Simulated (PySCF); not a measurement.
**Spinor energies of C (carbon, neutral)**

Start: [He] 2s2 2p2; 2p1/2 filled at m_j = -1/2, +1/2. Calculated with PySCF 2.14 in x2c-SVPall-2c with one added diffuse shell of s type (4s2p1d, 15 functions): generalised Hartree-Fock with the X2C-1e Hamiltonian and a Gaussian nucleus; one run each with spin-orbit coupling (SO) switched off, then screened by Boettger's factors.

| spinor shell | electrons | ε, spin-free (eV) | ε, screened SO (eV) | weight of nominal j (screened SO) | rms radius, screened SO (bohr) |
| --- | --- | --- | --- | --- | --- |
| 1s1/2 | 2 | -308.19 | -308.19 | 1.000 | 0.312 |
| 2s1/2 | 2 | -18.834 | -18.834 | 1.000 | 1.78 |
| 2p1/2 | 2 | -11.956 | -11.957 | 0.501 | 1.89 |

```tsv
quantity	spin-free	screened SO
E (hartree)	-37.65831	-37.65840
M_J	0	0
⟨J²⟩	2.008	2.003
⟨L²⟩	2.002	2.002
⟨S²⟩	2.006	2.006
```

The determinant has a definite M_J but mixes levels of different J.

Each row is a mean over spinors that exchange with the open shell spreads, by up to 6.682 eV (2s1/2).

Rows whose weight is well below 1 are mixtures of j = l ± 1/2: exchange outweighs spin-orbit coupling there, and the label is only the starting occupation.

Without spin-orbit coupling the j labels of p, d and f shells carry no meaning; the spin-free column gives the mean over the occupied spinors of each nl shell.
